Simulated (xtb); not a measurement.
C₃H₉B₃O₃, charge -1, doublet, from a rough starting geometry (a state made from the parent by changing its charge; the spin is typed, not shown lowest); GFN2-xTB (xtb 6.7.1).

Input for xtb:
```
$ xtb mol.xyz --gfn 2 --chrg -1 --uhf 1 --opt vtight --json

# file mol.xyz
18

C     -1.86614254    -2.24387260    -0.19453819
B     -0.92935986    -1.04682069    -0.11529020
O      0.54140185    -1.27615267     0.01425846
B      1.34347241    -0.19517462     0.14788630
C      2.91856521    -0.53660386     0.28364427
O      0.85994019     1.02750154     0.10292798
B     -0.48767123     1.26361269    -0.02306093
C     -1.01560579     2.79528620    -0.14313888
O     -1.35222347     0.19663981    -0.13136836
H     -1.36174249    -3.19456776    -0.48599848
H     -2.70402025    -2.05816055    -0.86513379
H     -2.36102510    -2.50151878     0.77938713
H      3.27849614    -1.02518551    -0.57524891
H      3.11162347    -1.13799302     1.18892272
H      3.45218051     0.37672192     0.43360092
H     -1.89468632     2.94310054     0.56021684
H     -0.26512284     3.47517836     0.22585744
H     -1.37364249     3.00944593    -1.20260964
```

Output, abridged:

```
   ID    Z sym.   atoms
    1    6 C      1, 5, 8
    2    5 B      2, 4, 7
    3    8 O      3, 6, 9
    4    1 H      10-18

           -------------------------------------------------
          |                Calculation Setup                |
           -------------------------------------------------

           -------------------------------------------------
          |                 G F N 2 - x T B                 |
           -------------------------------------------------

          ...................................................
          :                      SETUP                      :
          :.................................................:
          :  # basis functions                  45          :
          :  # atomic orbitals                  45          :
          :  # shells                           27          :
          :  # electrons                        49          :
          :  max. iterations                   250          :
          :  Hamiltonian                  GFN2-xTB          :
          :  restarted?                      false          :
          :  GBSA solvation                  false          :
          :  PC potential                    false          :
          :  electronic temp.          300.0000000     K    :
          :  accuracy                    1.0000000          :
          :  -> integral cutoff          0.2500000E+02      :
          :  -> integral neglect         0.1000000E-07      :
          :  -> SCF convergence          0.1000000E-05 Eh   :
          :  -> wf. convergence          0.1000000E-03 e    :
          :  Broyden damping             0.4000000          :
          :  net charge                         -1          :
          :  unpaired electrons                  1          :
          ...................................................

 iter      E             dE          RMSdq      gap      omega  full diag
   1    -27.0854534 -0.270855E+02  0.828E+00    0.63       0.0  T
   2    -27.3965655 -0.311112E+00  0.563E+00    0.19       1.0  T
   3    -27.3885612  0.800426E-02  0.398E+00    1.46       1.0  T
   4    -27.4603404 -0.717792E-01  0.244E+00    1.03       1.0  T
   5    -27.4696719 -0.933147E-02  0.246E+00    0.49       1.0  T
   6    -27.5161528 -0.464810E-01  0.984E-01    0.62       1.0  T
   7    -27.5200428 -0.388991E-02  0.531E-01    0.45       1.0  T
   8    -27.5213395 -0.129671E-02  0.298E-01    0.39       1.0  T
   9    -27.5218924 -0.552939E-03  0.105E-01    0.32       1.0  T
  10    -27.5219875 -0.951312E-04  0.310E-02    0.32       1.0  T
  11    -27.5219914 -0.386683E-05  0.784E-03    0.32       3.0  T
  12    -27.5219919 -0.492333E-06  0.768E-03    0.31       3.1  T
  13    -27.5219922 -0.315457E-06  0.149E-03    0.32      15.8  T
  14    -27.5219922 -0.857995E-08  0.856E-04    0.32      27.5  T
  15    -27.5219922 -0.454123E-08  0.112E-04    0.32     210.0  T

   *** convergence criteria satisfied after 15 iterations ***

         :::::::::::::::::::::::::::::::::::::::::::::::::::::
         ::                     SUMMARY                     ::
         :::::::::::::::::::::::::::::::::::::::::::::::::::::
         :: total energy             -27.261636867950 Eh    ::
         :: gradient norm              0.114599768372 Eh/a0 ::
         :: HOMO-LUMO gap              0.315094107528 eV    ::
         ::.................................................::
         :: SCC energy               -27.521964319275 Eh    ::
         :: -> isotropic ES            0.269938357079 Eh    ::
         :: -> anisotropic ES          0.011650227109 Eh    ::
         :: -> anisotropic XC          0.003758156306 Eh    ::
         :: -> dispersion             -0.011294506148 Eh    ::
         :: repulsion energy           0.260327451325 Eh    ::
         :: add. restraining           0.000000000000 Eh    ::
         :: total charge              -1.000000000000 e     ::
         :::::::::::::::::::::::::::::::::::::::::::::::::::::

[...]
 * total energy  :   -27.2851369 Eh     change       -0.3620629E-06 Eh
 * total energy  :   -27.2851379 Eh     change       -0.1004543E-05 Eh
 * total energy  :   -27.2851390 Eh     change       -0.1091135E-05 Eh
 * total energy  :   -27.2851405 Eh     change       -0.1453206E-05 Eh
 * total energy  :   -27.2851418 Eh     change       -0.1299187E-05 Eh
 * total energy  :   -27.2851391 Eh     change        0.2703006E-05 Eh
 * total energy  :   -27.2851430 Eh     change       -0.3909722E-05 Eh
 * total energy  :   -27.2851439 Eh     change       -0.9167296E-06 Eh
 * total energy  :   -27.2851446 Eh     change       -0.6973488E-06 Eh
 * total energy  :   -27.2851451 Eh     change       -0.4870253E-06 Eh
 * total energy  :   -27.2851453 Eh     change       -0.2183904E-06 Eh
 * total energy  :   -27.2851453 Eh     change       -0.3109960E-07 Eh
   *** GEOMETRY OPTIMIZATION CONVERGED AFTER 68 ITERATIONS ***
         :: total energy             -27.285145315053 Eh    ::
[...]
        45                          0.8649206              23.5357
      -------------------------------------------------------------
                  HL-Gap            0.0405452 Eh            1.1033 eV
             Fermi-level           -0.0569340 Eh           -1.5493 eV

     #   Z          covCN         q      C6AA      α(0)
     1   6 C        3.666    -0.186    24.453     7.091
     2   5 B        2.522     0.421    16.745     7.089
     3   8 O        1.571    -0.508    23.123     6.488
     4   5 B        2.522     0.421    16.745     7.089
     5   6 C        3.666    -0.186    24.453     7.091
     6   8 O        1.566    -0.467    22.253     6.365
     7   5 B        2.476     0.244    20.087     7.916
     8   6 C        3.660    -0.166    24.039     7.035
     9   8 O        1.566    -0.467    22.254     6.365
    10   1 H        0.925    -0.004     3.124     2.764
    11   1 H        0.925    -0.003     3.115     2.760
    12   1 H        0.925    -0.004     3.125     2.765
    13   1 H        0.925    -0.004     3.125     2.764
    14   1 H        0.925    -0.004     3.125     2.765
    15   1 H        0.925    -0.003     3.115     2.760
    16   1 H        0.924    -0.028     3.594     2.965
    17   1 H        0.924    -0.028     3.593     2.964
    18   1 H        0.924    -0.028     3.601     2.967

 Mol. C6AA /au·bohr⁶  :       3331.555371
 Mol. C8AA /au·bohr⁸  :      77694.034907
 Mol. α(0) /au        :         88.004538

Wiberg/Mayer (AO) data.
largest (>0.10) Wiberg bond orders for each atom

 ---------------------------------------------------------------------------
     #   Z sym  total        # sym  WBO       # sym  WBO       # sym  WBO
 ---------------------------------------------------------------------------
     1   6 C    3.949 --    11 H    0.993    10 H    0.986    12 H    0.985
                             2 B    0.927
     2   5 B    3.419 --     9 O    1.335     3 O    1.010     1 C    0.927
     3   8 O    2.203 --     4 B    1.010     2 B    1.010
     4   5 B    3.419 --     6 O    1.335     3 O    1.010     5 C    0.927
     5   6 C    3.949 --    15 H    0.993    13 H    0.986    14 H    0.985
                             4 B    0.927
     6   8 O    2.280 --     4 B    1.335     7 B    0.830
     7   5 B    2.814 --     8 C    0.923     6 O    0.830     9 O    0.830
     8   6 C    3.928 --    17 H    0.992    16 H    0.992    18 H    0.979
                             7 B    0.923
     9   8 O    2.280 --     2 B    1.335     7 B    0.830
    10   1 H    1.000 --     1 C    0.986
    11   1 H    1.000 --     1 C    0.993
    12   1 H    1.000 --     1 C    0.985
    13   1 H    1.000 --     5 C    0.986
    14   1 H    1.000 --     5 C    0.985
    15   1 H    1.000 --     5 C    0.993
    16   1 H    0.999 --     8 C    0.992
    17   1 H    0.999 --     8 C    0.992
    18   1 H    0.999 --     8 C    0.979
 ---------------------------------------------------------------------------

Topologies differ in total number of bonds
Writing topology from bond orders to xtbtopo.mol

molecular dipole:
                 x           y           z       tot (Debye)
 q only:        0.197      -0.472      -0.077
   full:        0.359      -0.788      -0.509       2.554
molecular quadrupole (traceless):
                xx          xy          yy          xz          yz          zz
 q only:       -3.903       1.334      -7.262      -1.636       0.246      11.165
  q+dip:       -3.595       1.813      -7.144      -0.508      -2.514      10.740
   full:       -3.723       2.018      -7.728      -0.547      -2.629      11.451

optimized geometry written to: xtbopt.xyz

           -------------------------------------------------
          | TOTAL ENERGY              -27.285145315053 Eh   |
          | GRADIENT NORM               0.000080626387 Eh/α |
          | HOMO-LUMO GAP               1.103289700261 eV   |
           -------------------------------------------------

normal termination of xtb
```
